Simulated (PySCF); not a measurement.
Ca⁺: excitation energy

Ca⁺ [Ar] 4s1 (2S) → Ca⁺ [Ar] 3d1 (2D), as a difference of total energies. Computed with PySCF 2.14 in x2c-QZVPPall (11s7p4d3f, 73 functions), with scalar relativity by spin-free X2C-1e. Correlated levels: valence and next inner shell: [Ne] frozen. The calculations carry no spin-orbit coupling.

| method | excitation energy (eV) |
| --- | --- |
| UHF | 2.024 |
| MP2 (valence and next inner shell) | 1.954 |
| SCS-MP2 (valence and next inner shell) | 1.941 |
| CCSD (valence and next inner shell) | 1.948 |
| CCSD(T) (valence and next inner shell) | 1.959 |

Problem. How much does correlation contribute at CCSD(T) (valence and next inner shell)?

Solution. 1.959 − (2.024) = -0.065 eV, measured against UHF.

Errors of the correlated levels include the incompleteness of this basis and the frozen core.

For comparison: 1.697 eV (measured; NIST levels, between the centres of gravity of the two terms).
